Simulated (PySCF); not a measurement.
**Identify the compound**

The spectra below were simulated for a compound C2F6O.

13C{1H} NMR (computed): δ 130.9 (C).

Theoretical values (PySCF 2.14.0 with density-fitted response routines): shieldings: GIAO B97-2/pcSseg-2, coordinates at the PBE0-D3(BJ)/def2-TZVP level. Single conformer, relativity neglected, averaged over atoms made equivalent by symmetry, fast rotation or ring inversion, isolated molecule.

Chemical shifts δ = σref − σ; 13C against TMS, all at this level.

Propose a structure and justify it.

## Answers


1. The formula gives 0 degrees of unsaturation.
2. 1 carbon signal for 2 carbons: some carbons are equivalent by symmetry or fast rotation.
3. Carbon types of the structure: 2 × C.
4. δC 130.9: CF3 carbon; 4 electronegative neighbours deshield it.

These data were computed for `InChI=1S/C2F6O/c3-1(4,5)9-2(6,7)8`.

The data come from this structure; uniqueness wasn't tested.

Splittings by 19F in the carbon and heteronuclear signals aren't shown, as no couplings were computed. Shifts are as computed. Against solution values, carbons near 30 ppm lie about +3 ppm off and those near 130 ppm about +7 ppm. Of 1211 compounds with measured shifts, 218 miss one by over three times the rms of a fit or turn the order of signals round; such compounds aren't used in these exercises.
